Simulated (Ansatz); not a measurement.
`C=C[Si](F)(Cl)Cl` + H₂ → `F[SiH](Cl)Cl` + `C=C` at 500 K and 1 bar (hydrogenolysis of the Si–C bond).

Program: Ansatz. Geometries: PBE0-D4/def2-TZVP. ΔE: electronic, gas phase. CCSD(T)/CBS is the MP2 limit (def2-TZVPP, def2-QZVPP) plus CCSD(T) − MP2 in def2-TZVPP, frozen cores. This one scheme is used for every species. Each species was taken in one conformer, which may not be the lowest.

```
           species  CCSD(T)/CBS energy (Eh)  H − E (kJ/mol)  S (J/(mol·K))
`C=C[Si](F)(Cl)Cl`              -1386.50243           178.5          433.3
                H₂                 -1.17544            41.0          145.5
    `F[SiH](Cl)Cl`              -1309.19911            71.9          352.5
             `C=C`                -78.48111           155.1          245.3
```

H − E and S are ideal-gas, rigid-rotor, harmonic terms from PBE0-D4/def2-TZVP, for one conformer and one mirror image of each species. The MP2-based limit puts H₂ 0.8 mEh under its directly extrapolated value; such offsets cancel only in part. 1 Eh = 2625.50 kJ/mol, R = 8.31446 J/(mol·K).

Question: By hand: ΔE, ΔH, ΔS and ΔG.

Answer: ΔE = (-1309.19911) + (-78.48111) − (-1386.50243) − (-1.17544) = -0.00235 Eh = -6.2 kJ/mol. Δ(H − E) = 71.9 + 155.1 − 178.5 − 41.0 = 7.5, so ΔH = 1.3 kJ/mol. ΔS = 352.5 + 245.3 − 433.3 − 145.5 = 19.0 J/(mol·K). ΔG = 1.3 − 500 × (19.0)/1000 = -8.2 kJ/mol.

Question: By hand: the equilibrium constant, and the temperature at which ΔG would vanish if ΔH and ΔS stayed fixed.

Answer: log₁₀ K = −ΔG/(RT ln 10) = 0.9. ΔG = 0 at ΔH/ΔS = 68 K, though so small a ΔH makes that figure unsure.

TΔS isn't small against ΔH here. A doubt of 5 kJ/mol in ΔE shifts log₁₀ K by 0.5 here. Other conformers and mirror images would add mixing entropy, several J/(mol·K) or more a flexible species. These are equilibria of isolated gas molecules and say nothing of rates. Largest T1 diagnostic: 0.011 (customary marks: 0.02 for closed shells, 0.045 for open ones).
